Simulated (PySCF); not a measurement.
Species: C₉H₁₁N.
Atom-mapped SMILES: `[H]/[N:10]=[CH:9]/[C:8]1=[CH:7][C:4]([CH2:5][CH3:6])=[CH:3][C:2]1=[CH2:1]` (hydrogens: H11, H12 on C1; H13 on C3; H14, H15 on C5; H16, H17, H18 on C6; H19 on C7; H20 on C9; H21 on N10)

Method: PBE0-D3(BJ)/def2-SVP geometry optimisation, gas phase in PySCF 2.14.0; density fitting, grid level 1; the optimiser is geomeTRIC in internal coordinates, started from a GFN2-xTB structure with every atom displaced at random (about 0.01 Å).

Step 0: E = -10980.1213 eV
```
atom  x, y, z in Å  |  force x, y, z in eV/Å
C1      1.8465    1.9391   -0.4482   -1.934   1.638  -0.180
C2      1.0237    0.9169   -0.2099   -0.028  -0.233   0.008
C3     -0.4436    0.9174   -0.1386    1.161   1.276  -0.251
C4     -0.8176   -0.3334    0.1356   -2.755  -1.437   0.283
C5     -2.2456   -0.8499    0.3112    0.574   1.326   0.579
C6     -3.3173    0.2253    0.1119    0.830  -0.344   0.625
C7      0.3223   -1.1967    0.2430    0.840   0.130  -0.090
C8      1.4614   -0.4635    0.0357   -1.285  -0.086   0.250
C9      2.7865   -0.9758    0.0903    0.259  -0.513  -0.160
N10     3.8026   -0.2477   -0.0899    0.297   1.070  -0.196
H11     2.8847    1.8298   -0.4732    1.884  -0.394  -0.022
H12     1.4299    2.9519   -0.6143    0.113  -0.379   0.043
H13    -1.0489    1.8104   -0.2818   -0.109  -0.066   0.002
H14    -2.4241   -1.6680   -0.3691   -0.035  -0.691  -0.536
H15    -2.3342   -1.2700    1.3316    0.022  -0.044  -0.094
H16    -3.1863    1.0478    0.8322   -0.032   0.004  -0.042
H17    -4.3008   -0.1974    0.2548   -0.672  -0.214   0.098
H18    -3.2655    0.6324   -0.8871    0.013   0.331  -0.657
H19     0.2571   -2.2577    0.4542    0.080  -0.309   0.072
H20     2.8162   -2.0590    0.2626    0.231  -0.401   0.121
H21     4.6819   -0.7298   -0.0640    0.544  -0.663   0.145
```

**Question.** Estimate the geometry and energy of step 1. (The exact step hangs on the optimiser's Hessian estimate; all steps are aligned on step 0, rigid shifts and turns removed.)

**Answer.** E = -10980.3521 eV, largest force 0.558 eV/Å
```
atom  x, y, z in Å  |  force x, y, z in eV/Å
C1      1.8125    2.0069   -0.4571    0.530  -0.169  -0.039
C2      1.0323    0.9388   -0.2174   -0.102  -0.013   0.050
C3     -0.4279    0.9282   -0.1481   -0.218  -0.115  -0.003
C4     -0.8568   -0.3380    0.1274    0.164   0.155   0.010
C5     -2.2535   -0.8323    0.3147   -0.032  -0.215  -0.149
C6     -3.3312    0.2188    0.1311   -0.103   0.051  -0.115
C7      0.3316   -1.1857    0.2386   -0.149  -0.082   0.041
C8      1.4630   -0.4500    0.0421    0.179  -0.012  -0.010
C9      2.8148   -0.9855    0.0838   -0.014   0.007  -0.031
N10     3.8671   -0.2822   -0.0846    0.066  -0.026  -0.019
H11     2.9083    1.8832   -0.4741   -0.352   0.067   0.002
H12     1.3760    2.9886   -0.6450   -0.048   0.095   0.011
H13    -1.0576    1.8056   -0.2955    0.043   0.024   0.003
H14    -2.4274   -1.6763   -0.3883    0.048   0.156   0.127
H15    -2.3344   -1.2869    1.3197    0.013   0.015  -0.007
H16    -3.2162    1.0424    0.8521    0.008   0.008   0.013
H17    -4.3376   -0.2087    0.2686    0.080   0.013   0.005
H18    -3.2912    0.6554   -0.8821    0.000  -0.030   0.089
H19     0.2980   -2.2571    0.4540    0.040   0.011  -0.007
H20     2.8505   -2.0774    0.2711    0.000   0.009   0.014
H21     4.7084   -0.8654   -0.0237   -0.152   0.052   0.016
```

The energy changes by -0.2308 eV. The first-order estimate −F·Δx gives -0.5291 eV and the mean of the old and new forces, exact on a quadratic surface, -0.2340 eV. The step makes an angle of 67° with the force vector and moves no atom by more than 0.144 Å.

What follows is the cost of the whole optimisation. The run took 4.5 min wall on one thread of an Arm Neoverse N1 (shared host), and the process peaked at 0.84 GiB of memory.
